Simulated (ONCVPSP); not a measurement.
# mercury (Hg): one change to an ONCV potential, before and after

ONCVPSP 4.0.1 input, shortened (lines: element, Z, core and valence counts, functional; n l f; lmax; l rc ep ncon nbas qcut; lloc lpopt rc5 dvloc0; l nproj debl; icmod fcfact rcfact), PBEsol, fully relativistic:

```
  Hg 80.00    9    5  -116133      upf
    1    0    2.00
    2    0    2.00
    2    1    6.00
    3    0    2.00
    3    1    6.00
    3    2   10.00
    4    0    2.00
    4    1    6.00
    4    2   10.00
    4    3   14.00
    5    0    2.00
    5    1    6.00
    5    2   10.00
    6    0    1.50
    3
    0    1.60    0.00    5    9    6.80
    1    1.40    0.00    4    7   10.30
    2    1.75    0.00    3    7    7.10
    3    0.85    0.00    3    8   20.10
    4    5    0.65    0.00
    0    2    3.90
    1    2    2.10
    2    2    2.20
    3    3    1.80
    3    5.75    1.35
```

Open shells are filled in proportion to 2j + 1.

In the p channel the program set the typed energies aside and used -2.426, 0.250 Ha (j = l + 1/2; the other j can differ). In the f channel the program set the typed energies aside and used -3.609, 0.250, 2.050 Ha (j = l + 1/2; the other j can differ).

Change: s: rc 1.82.

Cutoffs: the cutoffs (Ha) at which the residual kinetic energy of the hardest occupied pseudo-wave falls to 1 and 0.1 mHa per electron; they do not see the model core or the augmentation charge, which bear on the density cutoff. Errors are all-electron minus pseudo energies relative to the spin-unpolarised reference configuration.

Question: What does the change do?

Answer: The potential gets neither clearly harder nor softer (178 Ha and 192 Ha → 178 Ha and 192 Ha); both files keep a bound ghost (p, s); of the 4 tests that both files solve, the error grows in 2 and shrinks in 0 by more than 15 % and 0.3 meV (median size 4.4 → 5.4 meV).

| quantity | base | changed |
| --- | --- | --- |
| cutoff, loose | 178 Ha | 178 Ha |
| cutoff, tight | 192 Ha | 192 Ha |
| loose cutoff by channel | s 21 Ha, p 37 Ha, d 20 Ha, f 178 Ha | s 17 Ha, p 37 Ha, d 20 Ha, f 178 Ha |
| bound ghosts | s, p3/2 | s, p3/2 |
| GHOST(+) flags under 300 eV | p1/2 at 17.3 eV | p1/2 at 17.3 eV |
| error for 4f14 5s2 5p6 5d10 6s2, meV [ΔE -4.39 eV] | -0.4 | -0.4 |
| error for 4f14 5s2 5p6 5d10 6s1, meV [ΔE 6.36 eV] | -4.7 | -4.9 |
| error for 4f14 5s2 5p6 5d10 6s0, meV [ΔE 25.38 eV] | -10 | -13 |
| error for 4f14 5s2 5p6 5d10 6s0 6p2, meV [ΔE 8.15 eV] | -4.1 | -6.0 |
| p3/2: phases at 1.42 bohr within 0.05 rad from the reference energy up to (Ha; the scan ends near 5) | to the end of the scan | to the end of the scan |
| p1/2: phases at 1.42 bohr within 0.05 rad from the reference energy up to (Ha; the scan ends near 5) | to the end of the scan | to the end of the scan |
| d5/2: phases at 1.77 bohr within 0.05 rad from the reference energy up to (Ha; the scan ends near 5) | to the end of the scan | to the end of the scan |
| d3/2: phases at 1.77 bohr within 0.05 rad from the reference energy up to (Ha; the scan ends near 5) | to the end of the scan | to the end of the scan |
| f7/2: phases at 0.86 bohr within 0.05 rad from the reference energy up to (Ha; the scan ends near 5) | to the end of the scan | to the end of the scan |
| f5/2: phases at 0.86 bohr within 0.05 rad from the reference energy up to (Ha; the scan ends near 5) | to the end of the scan | to the end of the scan |
| rms error of d²Exc/dni dnj with the model core, mHa | 3.73 | 3.80 |

Base: These tests converged, but a pseudo level misses the all-electron one widely, so the file describes the atom poorly there or has found another state: 4f14 5s2 5p6 5d10 6s0 6p2: empty 6s by 13.7 eV. Changed file: These tests converged, but a pseudo level misses the all-electron one widely, so the file describes the atom poorly there or has found another state: 4f14 5s2 5p6 5d10 6s0 6p2: empty 6s by 13.7 eV. A true bound ghost makes a file unfit for plane-wave use even where its test errors are small: the radial tests pick states by their node count and pass the ghost by.
